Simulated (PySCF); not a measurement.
Ionisation energy of Ni¹³⁺ by level of theory

Ni¹³⁺ [Ne] 3s2 3p3 [3p1/2^2 3p3/2^1, M_J = 3/2] → Ni¹⁴⁺ [Ne] 3s2 3p2 [3p1/2^2, M_J = 0], as a difference of total energies. Computed with PySCF 2.14 in an uncontracted even-tempered set (19 s from 1 bohr⁻², ratio 2.4; 13 p from 1.3 bohr⁻², ratio 2.4; 5 d from 6.3 bohr⁻², ratio 2.6; 4 f from 9.5 bohr⁻², ratio 2.6), with the two-component X2C-1e Hamiltonian. Correlated levels: 1s2 frozen; the 50 highest virtual spinors dropped. "Screened" scales the spin-orbit matrix elements by Boettger's factors to mimic the two-electron term; Breit and QED terms are absent.

| method | ionisation energy (eV) |
| --- | --- |
| GHF (spin-free) | 426.57 |
| GMP2 (spin-free) | 427.03 |
| GHF (screened spin-orbit) | 425.11 |
| GMP2 (screened spin-orbit) | 425.49 |

Q: How much does correlation contribute at GMP2 (screened spin-orbit)?

A: 425.49 − (425.11) = 0.38 eV, measured against GHF (screened spin-orbit).

The labels give the starting determinants; with spin-orbit coupling the two ends relaxed to ⟨J²⟩ = 3.75, ⟨L²⟩ = 0.08, ⟨S²⟩ = 3.64 and ⟨J²⟩ = 1.07, ⟨L²⟩ = 1.89, ⟨S²⟩ = 1.87.

The determinant of Ni¹⁴⁺ mixes levels of different J (the jj label is only the starting occupation), so the difference between spin-free and spin-orbit rows is not the physical spin-orbit shift.

For comparison: 429.3 ± 0.8 eV (semi-empirical (NIST evaluation); NIST Atomic Spectra Database, ionization energies).
